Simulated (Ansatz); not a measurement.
`[F][GaH][Br]` + HCl → `[F][GaH][Cl]` + HBr  (ligand exchange at a Ga–Br bond)

Program: Ansatz. Geometries: PBE0-D4/def2-TZVP. ΔE: electronic, gas phase. CBS: MP2 limit from def2 TZ/QZ plus the TZ coupled-cluster correction, frozen cores. This one scheme is used for every species. For Br, Ga outer-core shells are correlated without core-valence functions, which leaves a few kJ/mol of doubt a bond. Scalar relativity is left out up to krypton.

`[F][GaH][Br]`:

```xyz
4

F    -1.663   -0.210   -0.465
Ga    0.045   -0.140   -0.113
Br    0.601    1.473    1.377
H     1.017   -1.123   -0.799
```

HCl:

```xyz
2

Cl   -0.270   -0.538   -0.216
H     0.270    0.538    0.216
```

`[F][GaH][Cl]`:

Z-matrix (Å, degrees):
```
Ga
F 1 1.744
Cl 1 2.122 2 113.4
H 1 1.541 2 120.8 3 180.0
```

HBr:

```xyz
2

Br   -0.032   -0.052    0.708
H     0.032    0.052   -0.708
```

```tsv
species	CCSD/def2-TZVPP energy (Eh)
`[F][GaH][Br]`	-4596.58381
HCl	-460.32332
`[F][GaH][Cl]`	-2483.60344
HBr	-2573.29970
```

Work out ΔE.

ΔE = (-2483.60344) + (-2573.29970) − (-4596.58381) − (-460.32332) = 0.00399 Eh = +10.5 kJ/mol. CCSD(T)/CBS gives +11.0 kJ/mol.

Largest T1 diagnostic among the species: 0.013.

At CCSD(T), def2-SVP lies −7.0 kJ/mol from the extrapolated value and def2-TZVPP −0.6 kJ/mol. Leaving LDA and LC-ωPBE aside and taking each functional with its dispersion term where it has one, the values, not all of them listed here, spread over 4.8 kJ/mol, from B97M-V to PBE-QIDH.
